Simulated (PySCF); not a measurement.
ClGeH₃Mg, SMILES [Cl][Mg][GeH3]. Heavy atoms are numbered as in [Mg:1]([Cl:2])[GeH3:3]. Hydrogens are named by the atom that carries them.

Geometry optimised at B3LYP-D3(BJ)/def2-TZVP.

The numbers are results of KT2/pcSseg-2 (PySCF), not measurements.

GIAO shieldings, no solvent; atoms alike by connectivity are averaged. δ = σ(ref) − σ: ³⁵Cl against HCl (σ = 945.0 ppm); ⁷³Ge against GeH4 (σ = 1672.1 ppm); ¹H against TMS (σ = 31.47 ppm), references at their B3LYP-D3(BJ)/def2-TZVP geometries, non-relativistic (without spin–orbit terms, shifts of atoms bonded to Cl or Br come out too high).

| nucleus | atoms | count | δ (ppm) |
|---|---|---|---|
| ³⁵Cl | Cl2 | 1 | -20.3 |
| ⁷³Ge | Ge3 (GeH3) | 1 | -117.0 |
| ¹H | H on Ge3 | 3 | 3.35 |
